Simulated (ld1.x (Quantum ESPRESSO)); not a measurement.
Ni (Z = 28): ultrasoft pseudisation with PBEsol, scalar-relativistic reference atom.

| Quantity | Value |
| --- | --- |
| Element | nickel |
| Generator | ld1.x (Quantum ESPRESSO) 7.5 |
| Type | ultrasoft |
| Functional | PBEsol |
| Relativity | scalar-relativistic |
| Frozen core | [Ar] |
| Valence charge | 10 |
| Reference configuration | 3d8 4s1.75 4p0.25 |
| Partial waves | 4s (bound): rcut 1.75, rcutus 2.10 bohr; 4s channel at 2.95 Ry: rcut 1.75, rcutus 2.10 bohr; 4p (bound): rcut 3.50, rcutus 3.85 bohr; 4p channel at 0.45 Ry: rcut 3.50, rcutus 3.85 bohr; 3d (bound): rcut 1.15, rcutus 1.40 bohr; 3d channel at -0.1 Ry: rcut 1.15, rcutus 1.40 bohr |
| Local potential | all-electron potential smoothed inside 3.70 bohr (lloc = -2) |
| Core correction | Bessel-smoothed model core, default radius (core density twice the valence density) |
| Augmentation charge | PSQ, radius 1.20 bohr |

All-electron outer shells of the reference configuration (PBEsol, scalar-relativistic, ld1.x):

| shell | level (eV) | outermost node (bohr) | outermost maximum (bohr) |
| --- | --- | --- | --- |
| 3s | -111.31 | 0.30 | 0.64 |
| 3p | -71.79 | 0.27 | 0.65 |
| 3d | -9.42 | – | 0.63 |
| 4s | -6.01 | 0.92 | 2.21 |
| 4p | -1.46 | 1.00 | 3.10 |

Results:

```json
{"Cutoffs needed": "55 Ry and 90 Ry (the cutoffs (Ry, on a coarse ladder) from which the occupation-weighted sum of valence levels, in a spherical-Bessel basis at the reference potential, stays within 10 and 1 mRy of its value at 400 Ry)", "Ghost test": "no extra level below or beside the all-electron valence levels (s, p, d, f tested) (spherical-Bessel basis up to 400 Ry, 20 bohr box)", "Largest excitation error": "-413 meV (all-electron minus pseudo) for 3d7 4s0 4p0, out of 7 test configurations", "Lowest eigenvalue of the overlap operator": "0.24 (s channel)", "Density cutoff estimated by the generator": "292 Ry"}
```

Generation and tests took about 1.3 s on one core of a shared server CPU.
